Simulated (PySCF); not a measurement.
TlTe: frontier orbitals

UHF at R = 2.934 Å; PySCF, scalar-relativistic core potentials, basis sets Tl def2-SVP with ECP60, Te def2-SVP with ECP28. State: ²Π (doublet), unpaired electrons π ↑. Only the outer orbitals are listed, counted within each symmetry, core potentials removing the inner ones.

```csv
spin,orbital,occ.,ε (eV),on Tl (%),main shells (%)
α,7σ,1,-20.68,9,91 Te s
α,8σ,1,-13.13,82,"82 Tl s, 14 Te p"
α,5π,1,-9.46,3,97 Te p
α,5π,1,-8.08,5,95 Te p
α,9σ,1,-7.89,33,"66 Te p, 20 Tl p, 13 Tl s"
α,6π,0,0.41,98,98 Tl p
α,6π,0,0.58,96,96 Tl p
α,10σ,0,2.15,95,"95 Tl p, 12 Te p"
β,7σ,1,-18.59,10,89 Te s
β,8σ,1,-12.99,82,"81 Tl s, 12 Te p"
β,5π,1,-7.52,7,93 Te p
β,9σ,1,-7.49,35,"64 Te p, 25 Tl p, 9 Tl s"
β,5π,0,-0.37,60,"60 Tl p, 40 Te p"
β,6π,0,0.57,94,94 Tl p
β,6π,0,1.37,41,"59 Te p, 40 Tl p"
```

Task: Which are the highest filled and the lowest empty level, where do they sit, and how wide is the gap?

Result: Highest filled β 9σ at -7.49 eV (in %: 64 Te p, 25 Tl p, 9 Tl s); lowest empty β 5π at -0.37 eV (in %: 60 Tl p, 40 Te p); the gap at UHF is 7.12 eV.

```
bond order (Mayer)                               : 0.93
⟨S²⟩                                             : 0.761
charge on Tl (Mulliken, basis-dependent)         : 0.42
charge on Tl (Löwdin, basis-dependent)           : 0.20
dipole moment (positive dipole means Tl(−)Te(+)) : -4.19 D
polarisability along the bond                    : 128.9 bohr³
polarisability across the bond                   : 49.8 bohr³
```

These are scalar-relativistic numbers at best; spin–orbit coupling would shift them, the dissociation energy most. The state was picked by a PBE0 search and need not be the measured ground state.
